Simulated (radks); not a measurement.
Question: Coulomb parameter of the 4d shell of neutral niobium in the model configuration [Kr] 4d4 5s1, as a second difference U = [E(n + 0.25) + E(n - 0.25) - 2 E(n)] / (0.25)^2 with all orbitals relaxed. "Bare": the charge of the atom changes with n. "Screened": the 5s shell takes up the change at fixed total charge, which measures U(4d,4d) + U(5s,5s) - 2 U(4d,5s). Calculated with a radial shooting solver on a logarithmic mesh with Libxc functionals: Dirac Kohn-Sham, PBE, spin-unpolarised, spherical densities, finite nucleus; open shells are shared between the two j in proportion to 2j + 1; Fermi nuclear charge, rms radius 4.324 fm. Estimate both.

Answer: U(bare) = 7.026 eV, U(screened by 5s) = 0.752 eV. The step up makes a negative ion, whose loosely bound charge lowers the bare value.
